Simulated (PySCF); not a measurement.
Basis-set dependence of excited states

Compound: C3H6F2O2.
InChI=1S/C3H6F2O2/c1-6-2-7-3(4)5/h3H,2H2,1H3

TDDFT with PBE0 (PySCF), vertical singlets, core orbitals frozen in the response, spherical d and f functions. Isolated species at its PBE0-D3(BJ)/def2-SVP geometry (one conformer only).

Compare 6-31G*, def2-SVP, 6-31+G*, def2-SVPD, aug-cc-pVDZ and def2-TZVP for this molecule.

```csv
basis,functions,diffuse,S1 (eV),S2 (eV),S3 (eV),S4 (eV),S5 (eV),LUMO (eV),α (au)
6-31G*,110,no,9.36,10.20,10.28,10.43,10.47,2.74,39.7
def2-SVP,128,no,8.85,9.67,9.74,9.84,9.92,1.88,39.6
6-31+G*,138,yes,7.74,8.15,8.29,8.62,8.72,0.41,46.1
def2-SVPD,200,yes,7.93,8.62,8.74,8.79,9.04,0.59,49.6
aug-cc-pVDZ,215,yes,7.36,7.88,7.92,8.23,8.34,-0.07,50.5
def2-TZVP,253,no,8.41,9.08,9.28,9.42,9.50,1.33,46.9
```

States are compared by their number. Against the largest diffuse basis here (aug-cc-pVDZ, itself not a converged limit), sets without diffuse functions differ by up to 2.00 eV in S1 and 2.14 eV in S5; the smaller diffuse sets differ by up to 0.57 and 0.70 eV. State by state, the largest deviation of a set without diffuse functions is S1 2.00, S2 2.32, S3 2.36, S4 2.20, S5 2.14 eV. The same number needn't mean the same state in each row. Against aug-cc-pVDZ the polarisability deviates by -21% in 6-31G*, -22% in def2-SVP, -9% in 6-31+G*, -2% in def2-SVPD, -7% in def2-TZVP. A single + in a Pople set puts diffuse functions on heavy atoms only.

Without π bonds the low states may be Rydberg-like; a valence basis with one diffuse set may place them up to an eV too high.
